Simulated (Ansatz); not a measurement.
BiH3O (SMILES [OH][BiH2]) moved off its minimum; all values from Ansatz (a quantum-chemistry and plane-wave program), cores frozen in correlated methods. Elements past Kr take the def2 small-core potentials, without spin–orbit coupling.
(charge 0, multiplicity 1)
```xyz
5

Bi    -0.1821    -0.1291     0.1889
H     -1.6099     0.1118    -0.8284
H      0.5164    -1.5022    -0.9736
O      0.9809     1.2469    -1.0728
H      1.5150     1.7745    -0.2950
```

Forces at MP2/def2-TZVPPD (eV/Å):

```
atom      Fx      Fy      Fz
----  ------  ------  ------
Bi1    1.474  -0.344  -1.755
H2    -0.195  -0.079  -0.133
H3    -0.753   0.796   0.985
O4     1.269   1.344   3.877
H5    -1.794  -1.717  -2.973
```

Task: Give the forces (eV/Å), the total energy and the dipole at CCSD(T)/def2-TZVPPD.

Result: 
```csv
atom,Fx,Fy,Fz
Bi1,1.509,-0.230,-1.508
H2,-0.342,-0.048,-0.234
H3,-0.658,0.642,0.847
O4,1.289,1.358,3.906
H5,-1.798,-1.723,-3.012
```
Energy -290.5669 hartree, dipole 3.37 D.
